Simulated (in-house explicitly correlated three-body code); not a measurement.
The numbers below are computed, except where a source is named.
Two electrons around a charge Z: errors of exchange and correlation functionals on the exact density

The exact non-relativistic ground state comes from a variational code in 260 exponentially correlated functions, the Kohn-Sham parts from inverting its density (past Z = 6 the correlation energy is taken as exact minus Hartree-Fock, equal to within microhartrees), and self-consistent runs (Hartree-Fock is restricted) from a B-spline radial code. Z may be fractional; the second electron is bound down to Z = 0.911.

Each entry is functional minus exact.

```json
{"Z": "0.99", "PBEsol x (mEh)": "+8.18", "PBEsol c (mEh)": "+4.64", "PW91 x (mEh)": "-12.29", "PW91 c (mEh)": "+10.62", "M06-L x (mEh)": "-9.83", "M06-L c (mEh)": "+12.54"}
{"Z": "1.085", "PBEsol x (mEh)": "?", "PBEsol c (mEh)": "?", "PW91 x (mEh)": "?", "PW91 c (mEh)": "?", "M06-L x (mEh)": "?", "M06-L c (mEh)": "?"}
{"Z": "1.24", "PBEsol x (mEh)": "+24.14", "PBEsol c (mEh)": "-3.82", "PW91 x (mEh)": "-3.40", "PW91 c (mEh)": "+2.66", "M06-L x (mEh)": "-8.29", "M06-L c (mEh)": "+7.14"}
{"Z": "1.44", "PBEsol x (mEh)": "+33.53", "PBEsol c (mEh)": "-6.53", "PW91 x (mEh)": "+0.37", "PW91 c (mEh)": "+0.12", "M06-L x (mEh)": "-9.05", "M06-L c (mEh)": "+5.41"}
{"Z": "1.66", "PBEsol x (mEh)": "+43.09", "PBEsol c (mEh)": "-8.41", "PW91 x (mEh)": "+3.74", "PW91 c (mEh)": "-1.69", "M06-L x (mEh)": "-10.23", "M06-L c (mEh)": "+4.01"}
{"Z": "1.86", "PBEsol x (mEh)": "?", "PBEsol c (mEh)": "?", "PW91 x (mEh)": "?", "PW91 c (mEh)": "?", "M06-L x (mEh)": "?", "M06-L c (mEh)": "?"}
{"Z": "2.1", "PBEsol x (mEh)": "+61.38", "PBEsol c (mEh)": "-10.70", "PW91 x (mEh)": "+9.60", "PW91 c (mEh)": "-4.07", "M06-L x (mEh)": "-12.91", "M06-L c (mEh)": "+1.81"}
{"Z": "2.38", "PBEsol x (mEh)": "+72.77", "PBEsol c (mEh)": "-11.65", "PW91 x (mEh)": "+13.07", "PW91 c (mEh)": "-5.17", "M06-L x (mEh)": "-14.71", "M06-L c (mEh)": "+0.61"}
```

What belongs in the row Z = 1.085?

PBEsol x (mEh): +15.52; PBEsol c (mEh): -0.02; PW91 x (mEh): -7.67; PW91 c (mEh): +6.21; M06-L x (mEh): -8.43; M06-L c (mEh): +9.45.

What belongs in the row Z = 1.86?

PBEsol x (mEh): +51.49; PBEsol c (mEh): -9.62; PW91 x (mEh): +6.49; PW91 c (mEh): -2.91; M06-L x (mEh): -11.41; M06-L c (mEh): +2.94.

How do the exchange errors scale with Z?

PBEsol -2.19 % in the size of E_x at Z = 0.99 and -5.76 % at 2.38; PW91 +3.29 % in the size of E_x at Z = 0.99 and -1.04 % at 2.38; M06-L +2.63 % in the size of E_x at Z = 0.99 and +1.17 % at 2.38. Exchange scales linearly under uniform scaling of the density, so its relative error changes only with the density's shape.
